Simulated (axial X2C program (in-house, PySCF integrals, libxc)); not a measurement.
The numbers below are computed, except where a source is named.
## LiHg⁺: input and output

Program: an axial X2C code built on PySCF integrals.

The run was started with this input:
```json
{"zs": [80, 3], "q": 1, "bas": ["dyall-cv3z", "dyall-cv3z"], "levels": ["PBE0", "HF", "M06"], "cc": true, "r0": 2.66, "thr": -2.0, "nmax": 90, "npts": 10, "nst": 2, "ntry": 6}
```
```bash
python so2c.py task.json out
```

Keys: zs atomic numbers; q charge; bas basis sets; levels methods; cc coupled cluster on or off; r0 starting distance in Å; thr threshold in hartree for freezing inner shells (an s shell follows its p shell); nmax most natural virtual spinors; npts points on the curve; nst determinants followed; ntry starts of the search. HF also brings MP2.

Output of the M06 step, with spin–orbit coupling, at R = 2.673 Å for the state Ω = 0. It starts from PBE0 orbitals of this distance.

```
two-component X2C + atomic mean field  M06
basis functions 219  fitting functions 1038  grid points 5086
iter        total energy     max residual
   1     -19637.042837381     3.17e-01
   2     -19637.056988957     7.74e-03
   3     -19637.056622273     9.16e-03
   4     -19637.057391448     1.22e-03
   5     -19637.057413142     4.80e-04
   6     -19637.057417262     9.88e-05
   7     -19637.057417388     3.96e-05
   8     -19637.057417415     5.64e-06
   9     -19637.057417415     1.88e-06
converged
one-electron -26960.78417456  Coulomb 7674.90404384  exact exchange -100.97745092  xc functional -279.22544230  nuclear repulsion 47.51310536  atomic mean-field constant -18.48749884
```
Energies are in hartree; totals compare only within one Hamiltonian and basis.
